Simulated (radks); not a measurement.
The numbers below are computed, except where a source is named.
The nuclear charge of the phosphorus ion P+ is varied continuously with 14 electrons held in [Ne] 3s2 3p2. Level of theory: scalar-relativistic Kohn-Sham, r2SCAN, spin-polarised, spherical densities, finite nucleus; open shells are filled with parallel spins first; meta-GGA in the generalised Kohn-Sham scheme; Fermi nuclear charge, rms radius 3.1889 fm (a radial shooting solver on a logarithmic mesh with Libxc functionals). By the Hellmann-Feynman theorem dE/dZ = E(electron-nucleus)/Z, the electronic potential at the nucleus (averaged over a nucleus of fixed radius). The scalar-relativistic energy here is not variational (the density holds large components alone), so the two differ by a part that grows with Z.

[
 {"Z": "14", "E (hartree)": "-289.98053", "E(electron-nucleus)/Z (hartree)": "-49.4431", "HOMO": "3p", "e(HOMO) (eV)": "-4.836", "<r> HOMO (bohr)": "2.725"},
 {"Z": "14.2", "E (hartree)": "-299.96222", "E(electron-nucleus)/Z (hartree)": "-50.3537", "HOMO": "3p", "e(HOMO) (eV)": "-6.627", "<r> HOMO (bohr)": "2.566"},
 {"Z": "14.4", "E (hartree)": "-310.12603", "E(electron-nucleus)/Z (hartree)": "-51.2632", "HOMO": "3p", "e(HOMO) (eV)": "-8.576", "<r> HOMO (bohr)": "2.429"},
 {"Z": "14.6", "E (hartree)": "-320.47176", "E(electron-nucleus)/Z (hartree)": "-52.1718", "HOMO": "3p", "e(HOMO) (eV)": "-10.678", "<r> HOMO (bohr)": "2.310"},
 {"Z": "14.8", "E (hartree)": "-330.99927", "E(electron-nucleus)/Z (hartree)": "-53.0798", "HOMO": "3p", "e(HOMO) (eV)": "-12.927", "<r> HOMO (bohr)": "2.204"},
 {"Z": "15", "E (hartree)": "-341.70843", "E(electron-nucleus)/Z (hartree)": "-53.9872", "HOMO": "3p", "e(HOMO) (eV)": "-15.320", "<r> HOMO (bohr)": "2.110"},
 {"Z": "15.2", "E (hartree)": "-352.59917", "E(electron-nucleus)/Z (hartree)": "-54.8942", "HOMO": "3p", "e(HOMO) (eV)": "-17.856", "<r> HOMO (bohr)": "2.025"},
 {"Z": "15.4", "E (hartree)": "-363.67141", "E(electron-nucleus)/Z (hartree)": "-55.8009", "HOMO": "3p", "e(HOMO) (eV)": "-20.531", "<r> HOMO (bohr)": "1.948"},
 {"Z": "15.6", "E (hartree)": "-374.92511", "E(electron-nucleus)/Z (hartree)": "-56.7073", "HOMO": "3p", "e(HOMO) (eV)": "-23.343", "<r> HOMO (bohr)": "1.877"},
 {"Z": "15.8", "E (hartree)": "-386.36022", "E(electron-nucleus)/Z (hartree)": "-57.6136", "HOMO": "3p", "e(HOMO) (eV)": "-26.292", "<r> HOMO (bohr)": "1.812"},
 {"Z": "16", "E (hartree)": "-397.97673", "E(electron-nucleus)/Z (hartree)": "-58.5198", "HOMO": "3p", "e(HOMO) (eV)": "-29.375", "<r> HOMO (bohr)": "1.752"}
]

The central difference of E at Z = 15 is -54.000 hartree, to compare with the third column; the second derivative is -4.54 hartree.
